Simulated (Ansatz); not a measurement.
Input for Ansatz (development build ahead of 0.2.0):

```yaml
crystal:
  periodic: [false, false, false]
  atoms:
    - { symbol: H, position_ang: [0.48045, 0.0, 0.0] }
    - { symbol: H, position_ang: [-0.24023, 0.41608, 0.0] }
    - { symbol: H, position_ang: [-0.24023, -0.41608, 0.0] }
basis:
  gaussian: { orbitals: cc-pVDZ }
total_charge: 1
hamiltonian:
  xc: hf
```

The input is written out in the form of the current development build from the run's settings.

The run gave:

| Property | Result |
| --- | --- |
| Converged | yes |
| Total energy | -1.29071 hartree |
| Spin squared of the determinant | 0.000 |

Caution: stretched shape with no unrestricted run beside it, a lower state can exist.
